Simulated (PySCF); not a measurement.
## Excitation energy of Cl by level of theory

Cl [Ne] 3s2 3p5 (2P) → Cl [Ne] 3s1 3p6 (2S), as a difference of total energies. Computed with PySCF 2.14 in aug-cc-pV(Q+d)Z (7s6p5d3f2g, 89 functions), with the non-relativistic Hamiltonian (point nucleus). Correlated levels: valence: [Ne] frozen. The calculations carry no spin-orbit coupling.

Order these methods by the excitation energy they give, lowest first.
A. MP2 (valence)
B. CCSD(T) (valence)
C. SCS-MP2 (valence)
D. UHF

B (10.565 eV), C (12.697 eV), A (12.942 eV), D (15.413 eV).

Errors of the correlated levels include the incompleteness of this basis and the frozen core.

The coupled-cluster amplitudes are large for the upper state (T1 above 0.03 or a double amplitude above 0.15), so a single reference is strained.

For comparison: 10.586 eV (measured; NIST levels, between the centres of gravity of the two terms).
